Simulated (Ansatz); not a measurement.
Geometry optimisation, UKS B3LYP-D4/def2-SVP (Ansatz 0.2.0).

Input file:

```yaml
crystal:
  periodic: [false, false, false]
  atoms:
    - { symbol: Ga, position_ang: [0.0, 0.0, 0.0] }
    - { symbol: Cl, position_ang: [0.0, 0.0, 2.49] }
    - { symbol: O, position_ang: [1.5501, 0.0, -0.895] }
    - { symbol: H, position_ang: [1.85, -0.9519, -1.0499] }
    - { symbol: O, position_ang: [-1.5501, 0.0, -0.895] }
    - { symbol: H, position_ang: [-2.0598, -0.8467, -0.6865] }
    - { symbol: Cl, position_ang: [0.0, 0.0, 4.83] }
magnetization:
  spin_polarized: true
  initial_magnetization: 1
basis:
  gaussian: { orbitals: def2-SVP }
hamiltonian:
  xc: b3lyp
  dispersion: d4
relax:
  f_tol: 0.15
  max_steps: 25
  restrain:
    - { distance: [1, 6], at: 2.04, k: 30.0 }
    - { distance: [0, 1], at: 3.44, k: 30.0 }
```

Run as:

```bash
$ ansatz run input.yaml --threads 4 --pin off --max-ram 5120MiB --backend cpu --events-out ev --progress --plain --runs-dir out
```

Question: Where does it end, and by what steps?

Answer: The run converged. The restraints hold the end off the free minimum; the threshold counts their pulls, which the force column leaves out. Restrained pairs: Cl2–Cl7 (2.34 → 2.06 Å), Ga1–Cl2 (2.49 → 3.43 Å). After 12 steps the energy has risen by 0.755 eV (the restraints' own energy left out); H4 moved furthest, 0.71 Å.

```json
{"step": "0", "energy less start (eV)": "0.0000", "largest force component (eV/Å)": "2.994", "accepted": "yes"}
{"step": "1", "energy less start (eV)": "0.7272", "largest force component (eV/Å)": "2.395", "accepted": "yes"}
{"step": "2", "energy less start (eV)": "1.2773", "largest force component (eV/Å)": "2.486", "accepted": "yes"}
{"step": "3", "energy less start (eV)": "1.1234", "largest force component (eV/Å)": "1.436", "accepted": "yes"}
{"step": "4", "energy less start (eV)": "0.9886", "largest force component (eV/Å)": "0.985", "accepted": "yes"}
{"step": "5", "energy less start (eV)": "0.9762", "largest force component (eV/Å)": "1.543", "accepted": "yes"}
{"step": "6", "energy less start (eV)": "0.8248", "largest force component (eV/Å)": "1.031", "accepted": "yes"}
{"step": "7", "energy less start (eV)": "0.7860", "largest force component (eV/Å)": "0.971", "accepted": "yes"}
{"step": "8", "energy less start (eV)": "0.7649", "largest force component (eV/Å)": "1.055", "accepted": "yes"}
{"step": "9", "energy less start (eV)": "0.7569", "largest force component (eV/Å)": "1.046", "accepted": "yes"}
{"step": "10", "energy less start (eV)": "0.9030", "largest force component (eV/Å)": "1.803", "accepted": "no"}
{"step": "11", "energy less start (eV)": "0.7556", "largest force component (eV/Å)": "1.029", "accepted": "yes"}
{"step": "12", "energy less start (eV)": "0.7553", "largest force component (eV/Å)": "1.067", "accepted": "yes"}
```

```xyz
7
Properties=species:S:1:pos:R:3
Ga -0.002 -0.351 -0.341
Cl 0.028 -0.153 3.081
O 1.453 -0.380 -1.396
H 2.293 -0.408 -0.918
O -1.591 -0.302 -1.178
H -2.356 -0.282 -0.586
Cl -0.034 0.078 5.132
```

Run time: 68 s on 4 threads of Arm Neoverse N1, on a shared host, peak memory 0.38 GiB.
